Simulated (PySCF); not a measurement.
**Electron correlation in Ne (neon, neutral)**

[Ne], closed-shell 1S. Computed with PySCF 2.14 in aug-cc-pCVTZ-DK with one added diffuse shell each of s, p, d, f type (8s7p5d3f, 75 functions), with scalar relativity by spin-free X2C-1e. Frozen: 1s2; 8 electrons correlated.

| level | correlation energy (mhartree) |
| --- | --- |
| CCSD | -281.54 |
| (T) | -5.64 |
| CCSD(T) | -287.18 |

Diagnostics: T1 = 0.0075, D1 = 0.0118, largest double amplitude 0.028.

Is a single reference adequate?

Yes: T1 lies below 0.03 and no double amplitude reaches 0.07.
